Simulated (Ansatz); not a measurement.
Zr₄O₁₀H₄, relaxed as a singlet with RKS PBE-D4/def2-SVP in Ansatz, starting from the GFN2-xTB geometry. Force threshold 0.03 eV/Å.

In the def2 sets Zr takes a core potential; there is no spin–orbit coupling. The structure holds 3 bonds between oxygen atoms, so isomers without such links may lie far lower. The structure comes from a short search, and lower isomers may exist.

Start:

| atom | x (Å) | y (Å) | z (Å) |
| --- | --- | --- | --- |
| Zr1 | -0.165 | -1.695 | -0.067 |
| Zr2 | -1.408 | 0.509 | -2.319 |
| Zr3 | 1.170 | 0.137 | 2.285 |
| Zr4 | 1.087 | 1.282 | -0.482 |
| O5 | 1.242 | 0.796 | 4.041 |
| O6 | 0.658 | 2.035 | -2.285 |
| O7 | 1.355 | -1.702 | 1.489 |
| O8 | -0.167 | 0.802 | 0.998 |
| O9 | -1.593 | -1.522 | -1.754 |
| O10 | -1.906 | -0.728 | -0.542 |
| O11 | -0.025 | -1.666 | 2.080 |
| O12 | 2.352 | 1.017 | 0.998 |
| O13 | -0.437 | 2.285 | -1.311 |
| O14 | 0.872 | -0.482 | -1.217 |
| H15 | 1.236 | 0.965 | 4.989 |
| H16 | -3.135 | 1.382 | -2.316 |
| H17 | -0.044 | -3.521 | -0.397 |
| H18 | -1.093 | 0.107 | -4.189 |

```tsv
step	energy (eV)	largest force component (eV/Å)	SCF passes
1	-25635.4138	2.592	39
2	-25636.1377	1.218	30
3	-25636.3744	0.712	31
4	-25636.5089	0.540	31
5	-25636.5928	0.403	27
6	-25636.6346	0.331	24
7	-25636.6438	0.209	23
8 (rejected)	-25636.6251	0.544	30
9	-25636.6583	0.158	24
10	-25636.6615	0.078	24
11	-25636.6620	0.040	26
12	-25636.6622	0.014	26
```

Force components are those of the run's own axes.

End:

```xyz
18

Zr   -0.298   -1.619   -0.045
Zr   -1.470    0.587   -2.365
Zr    1.286    0.090    2.330
Zr    1.027    1.360   -0.399
O     1.447    0.674    4.174
O     0.146    2.044   -2.317
O     1.377   -1.799    1.358
O    -0.133    0.798    1.132
O    -1.754   -1.423   -1.693
O    -2.025   -0.474   -0.555
O     0.061   -1.749    2.095
O     2.418    1.073    1.015
O    -0.780    2.233   -1.148
O     0.831   -0.420   -1.152
H     1.561    0.979    5.084
H    -2.988    1.225   -3.251
H    -0.246   -3.415   -0.535
H    -0.459   -0.164   -3.727
```

By distances, no bond broke or formed. The bond that changes most is Zr2–O6, from 2.57 to 2.18 Å (atoms count from 1).

No frequencies were taken in this run, so the end may be a saddle point.

It took 58 s on 4 threads of Intel Xeon Platinum 8488C on a shared host, peak host memory 0.68 GiB.
